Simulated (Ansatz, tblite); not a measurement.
Spin states of the cluster Zn₂Cu, each relaxed with PBE-D4/def2-TZVP in Ansatz. Electronic energies in the gas phase.

The xTB rows come from tblite. B3LYP takes the VWN-RPA correlation. HSE06 is defined as in plane-wave codes, on full-range PBE exchange. Correlated methods freeze 27 core orbitals. The structure comes from a short search, and lower isomers may exist.

Doublet geometry (D∞h within 0.1 Å):

```xyz
3

Cu   -0.001    0.000   -0.001
Zn   -1.177    1.184    1.827
Zn    1.179   -1.184   -1.826
```

Quartet geometry (C2v within 0.1 Å):

```xyz
3

Cu    1.122   -0.802    0.037
Zn    0.126    1.346   -0.388
Zn   -1.249   -0.544    0.351
```

⟨S²⟩: doublet 0.77 at PBE0-D4/def2-TZVP (pure 0.75), quartet 3.76 at PBE0-D4/def2-TZVP (pure 3.75).

Run but left out: HF/STO-3G (doublet: ⟨S²⟩ 4.75, where a pure state has 0.75).

Only these spin states were relaxed. The quartet has other bonds than the doublet, so the gap mixes isomer and spin.

Second-order perturbation terms are unreliable where d shells bring near-degenerate states, and here MP2/def2-TZVP lies more than 0.4 eV from the median of the functionals without such a term.

```
             level  quartet − doublet (kcal/mol)  lowest of these                                  remarks
          GFN1-xTB                          60.8          doublet                                        –
B3LYP-D4/def2-TZVP                          59.3          doublet                                        –
 PBE0-D4/def2-TZVP                          48.5          doublet                                        –
 ωB97X-V/def2-TZVP                          53.7          doublet                                        –
 RPA@PBE/def2-TZVP                          48.4          doublet                                        –
     MP2/def2-TZVP                          42.4          doublet  spin-contaminated (⟨S²⟩ 0.89) (doublet)
```

Task: Estimate the rows for GFN2-xTB, PBE-D4/def2-TZVP, r2SCAN-D4/def2-TZVP, HSE06-D4/def2-TZVP, ωB97M-V/def2-TZVP, B2PLYP/def2-TZVP.

Result: 
| level | quartet − doublet (kcal/mol) | lowest of these |
| --- | --- | --- |
| GFN2-xTB | 134.9 | doublet |
| PBE-D4/def2-TZVP | 52.1 | doublet |
| r2SCAN-D4/def2-TZVP | 43.7 | doublet |
| HSE06-D4/def2-TZVP | 48.5 | doublet |
| ωB97M-V/def2-TZVP | 55.3 | doublet |
| B2PLYP/def2-TZVP | 53.0 | doublet |

The xTB methods have no spin-polarisation term.
